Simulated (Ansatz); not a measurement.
Geometry optimisation, RKS PBE0/def2-SVP (Ansatz).

The input (input.yaml):

```yaml
crystal:
  periodic: [false, false, false]
  atoms:
    - { symbol: B, position_ang: [-0.5412, 1.9874, 0.8931] }
    - { symbol: Al, position_ang: [-0.6623, 0.0533, 1.4732] }
    - { symbol: As, position_ang: [0.3298, -1.6676, 0.0599] }
    - { symbol: "N", position_ang: [-0.3084, -0.9209, -1.5172] }
    - { symbol: S, position_ang: [2.274, -0.4821, -0.1699] }
    - { symbol: H, position_ang: [-1.084, 2.885, 1.5509] }
    - { symbol: H, position_ang: [-0.0262, 2.3255, -0.1259] }
    - { symbol: H, position_ang: [-1.3464, -0.3285, 2.8314] }
    - { symbol: H, position_ang: [0.44921, -0.64148, -2.06446] }
    - { symbol: H, position_ang: [-0.78769, 0.02383, -1.16746] }
    - { symbol: H, position_ang: [2.7128, -1.2965, -1.1805] }
basis:
  gaussian: { orbitals: def2-SVP }
hamiltonian:
  xc: pbe0
relax:
  f_tol: 0.015
  max_steps: 40
output:
  orbitals: {}
```

Launched with:

```bash
$ ansatz run input.yaml --threads 2 --pin off --max-ram 3072MiB --backend cpu --events-out ev --progress --plain --runs-dir out
```

Task: Where does it end, and by what steps?

Result: The forces met the threshold. After 28 steps the energy has fallen by 1.723 eV; H11 moved furthest, 2.14 Å. Joined: Al2–S5.

```csv
step,energy less start (eV),largest force component (eV/Å),accepted
0,0.0000,4.377,yes
1,-0.5968,1.357,yes
2,-0.7310,0.909,yes
3,-0.8066,0.747,yes
4,-0.8993,0.619,yes
5,-0.9566,0.495,yes
6,-1.0126,0.307,yes
7,-1.0638,0.437,yes
8,-1.1439,0.489,yes
9,-1.2777,0.400,yes
10,-1.4156,0.482,yes
11,-1.5310,0.412,yes
12,-1.6121,0.582,yes
13,-1.6531,0.866,yes
14,-1.6711,0.584,yes
15,-1.6758,0.659,yes
16,-1.7028,0.337,yes
17,-1.7083,0.399,yes
18,-1.7103,0.210,yes
19,-1.7189,0.188,yes
20,-1.7203,0.136,yes
21,-1.7211,0.056,yes
22,-1.7217,0.025,yes
23,-1.7221,0.043,yes
24,-1.7222,0.079,yes
25,-1.7227,0.048,yes
26,-1.7230,0.033,yes
27,-1.7231,0.018,yes
28,-1.7232,0.012,yes
```

```xyz
11
Properties=species:S:1:pos:R:3
B -0.562 2.016 0.810
Al 0.140 0.109 1.406
As -0.095 -1.593 -0.408
N -0.621 -0.619 -1.828
S 2.096 -0.518 0.142
H -1.325 2.687 1.471
H -0.293 2.489 -0.277
H 0.260 -0.580 2.837
H -0.297 -0.900 -2.747
H -0.808 0.376 -1.762
H 2.515 -1.528 0.938
```

The run took 2.5 min on 2 threads of Arm Neoverse V1, on a shared host, peak memory 0.34 GiB.
